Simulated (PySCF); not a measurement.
C7H8N (doublet state).
SMILES with atom numbers: `[CH2:1][c:2]1[cH:3][cH:4][cH:5][cH:6][c:7]1[NH2:8]` (hydrogens: H9, H10 on C1; H11 on C3; H12 on C4; H13 on C5; H14 on C6; H15, H16 on N8)

Structure used (GFN2-xTB), in Å, numbered top down from 1:
```
atom  x, y, z in Å
C1    -1.7237   -1.3767    0.0398
C2    -0.5319   -0.6906    0.0238
C3     0.7033   -1.4029    0.0387
C4     1.9120   -0.7639    0.0533
C5     1.9665    0.6312    0.0512
C6     0.7948    1.3654    0.0192
C7    -0.4474    0.7463   -0.0045
N8    -1.5876    1.5112    0.0021
H9    -2.6847   -0.8969    0.0577
H10   -1.7263   -2.4515    0.0595
H11    0.6546   -2.4819    0.0460
H12    2.8280   -1.3361    0.0662
H13    2.9190    1.1382    0.0648
H14    0.8368    2.4467    0.0070
H15   -2.4415    1.0841   -0.3123
H16   -1.4796    2.4862   -0.2240
```

The hyperfine couplings belong to this conformer and change with its torsions.

Computed, not measured: UKS B3LYP, pcH-1 on C H N, non-relativistic, mean-field spin-orbit, GIAO (PySCF 2.14.0). Isolated species at its GFN2-xTB geometry (one conformer only). Couplings are sensitive to structure, and on GFN2-xTB geometries they can be far from those on DFT ones. The frame is twisted about the C7–N8 bond at this geometry (dihedral C6–C7–N8–H16 = 16°); couplings at other torsion angles weren't computed. No stability test was run, so a lower SCF solution isn't excluded. ⟨S²⟩ is 0.777 where a pure state has 0.75.

Task: Give the principal g shifts and their parts.

Result: 
```
                    Δg (ppm)     1     2     3
relativistic mass correction  -149  -149  -149
            gauge correction     3    33    27
   orbital Zeeman/spin–orbit     3   555   770
                       total  -143   439   649
```

So g = 2.00218, 2.00276, 2.00297 and g_iso = 2.00263; the tensor is rhombic: the two nearest values differ by 26 % of g3 − g1. Axes: g2 points within 13° of the C1–H9 bond and g3 points within 13° of the C3–H11 bond.

Task: At 33.991 GHz, how far is the centre of the isotropic spectrum from where a free electron (g = 2.002319) resonates?

Result: B = hν/(g μB) with μB/h = 13.99624 MHz/mT gives 1212.88 mT for the free electron and 1212.69 mT at g_iso, 0.19 mT lower.

Task: What effective moment and Curie constant follow for a powder?

Result: With the mean of g² = 4.0105 and S(S+1) = 0.75: μ_eff = √(⟨g²⟩S(S+1)) = 1.734 μB and χT = 0.12505·⟨g²⟩·S(S+1) = 0.376 cm³ K/mol (cgs; spin-Hamiltonian part alone).

Task: In a frozen sample, at which fields do the three g values resonate at 9.5, 34, 94 and 263 GHz (hyperfine left aside), and which band first spreads them over more than twice a line width of 0.3 mT?

Result: 
```json
{"band": "X", "GHz": "9.5", "B(g3) mT": "338.87", "B(g2) mT": "338.91", "B(g1) mT": "339.01", "spread mT": "0.13"}
{"band": "Q", "GHz": "34.0", "B(g3) mT": "1212.81", "B(g2) mT": "1212.94", "B(g1) mT": "1213.29", "spread mT": "0.48"}
{"band": "W", "GHz": "94.0", "B(g3) mT": "3353.07", "B(g2) mT": "3353.42", "B(g1) mT": "3354.39", "spread mT": "1.33"}
{"band": "J", "GHz": "263.0", "B(g3) mT": "9381.45", "B(g2) mT": "9382.44", "B(g1) mT": "9385.16", "spread mT": "3.71"}
```

The spread grows in proportion to the frequency. W band is the first where it exceeds 0.6 mT.

The largest Mulliken spin populations are on C1 (+0.71), C5 (+0.28), C3 (+0.23) and C7 (+0.22). Four atoms exceed +0.15. The positive populations add up to 1.50 and the negative ones to -0.50, together 2S = 1. The angles at C1 add up to 360.0°, so it is planar; its axial dipolar tensor and the negative couplings of its protons fit spin in a p orbital normal to that plane.

The HOMO–LUMO gaps are 4.61 eV among the α and 3.69 eV among the β orbitals.

On one thread, Arm Neoverse V2 (aarch64), no GPU (shared host), this took 70 s wall (with the writing of density and orbital grids) and 0.97 GiB of memory at its peak.
